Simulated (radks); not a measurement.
Values are calculated unless marked as measured or tabulated.
Initial-state core-level shifts of neutral selenium when its valence configuration changes from [Ar] 3d10 4s2 4p4. Level of theory: scalar-relativistic Kohn-Sham, LDA (Slater exchange, Perdew-Wang correlation), spin-polarised, spherical densities, point nucleus; open shells are filled with parallel spins first (a radial shooting solver on a logarithmic mesh with Libxc functionals). Shifts are changes of the shell-averaged eigenvalues in eV (positive: less bound).

valence,1s,2s,2p,3p
3d9 4s2 4p5,-14.104,-15.628,-15.500,-11.905
3d10 4s1 4p5,-1.670,-1.635,-1.627,-1.649
3d9 4s1 4p6,-15.642,-17.149,-17.010,-13.420
3d10 4s1.5 4p4.5,-0.841,-0.824,-0.820,-0.830
3d10 4p6,-3.301,-3.233,-3.215,-3.248
3d9.5 4s2 4p4.5,-6.956,-7.698,-7.635,-5.921
3d8 4s2 4p6,-28.981,-32.176,-31.922,-24.059
3d9 4s1.5 4p5.5,-14.878,-16.393,-16.260,-12.667
